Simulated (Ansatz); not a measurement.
Input and output for ClFGaHSe, SMILES `[F][Ga]([Cl])[SeH]`.

```yaml
crystal:
  periodic: [false, false, false]
  atoms:
    - {symbol: F, position_ang: [-0.629867, -1.717362, 1.391217]}
    - {symbol: Ga, position_ang: [0.060254, -0.463724, 0.397761]}
    - {symbol: Cl, position_ang: [2.162144, -0.214647, 0.532078]}
    - {symbol: Se, position_ang: [-1.341893, 0.770767, -0.931988]}
    - {symbol: H, position_ang: [-0.200638, 1.551268, -1.430468]}
basis:
  gaussian: {orbitals: ANO-RCC-VTZP, final_grid: {core_spheres: 5, valence_spheres: 4, degree: 11}}
total_charge: -1
magnetization: {spin_polarized: true, initial_magnetization: 1}
hamiltonian: {xc: {name: revPBE0}}
accuracy: high
```

```sh
$ ansatz run in.yaml --threads 4 --pin off --events-out ev --progress --plain --max-ram 10444MiB
```

Output, abridged:

```
Functional definition: revPBE0
2925 factors; integrals over basis functions are off by at most 4.4e-9 eV
mean field evaluation 1: about -134307.1030 eV, gradient 1.8e1 eV
mean field evaluation 2: about -134305.5247 eV, gradient 3.3e1 eV
mean field evaluation 4: about -134308.3960 eV, gradient 8.0e-1 eV
mean field evaluation 8: about -134308.4948 eV, gradient 3.6e-1 eV
mean field evaluation 16: about -134308.4966 eV, gradient 3.6e-3 eV
mean field evaluation 32: about -134308.4966 eV, gradient 1.5e-7 eV
mean field -134308.49657527 eV, -4935.7462115723 hartree, gradient 6.8e-8 eV, S^2 0.752863; 4 other end points of the search recorded, 0 dependent functions left out
reference -134308.49657903 eV, -4935.7462117106 hartree; 47, 46 occupied and 117, 118 virtual orbitals, 2925 factors
Total energy: -134308.49657903 eV, -4935.7462117106 hartree
Relativity: scalar
```

Hardware: 4 threads of an AMD EPYC 7B13 on a shared host. Wall time 47 s, peak host memory 1.2 GiB.
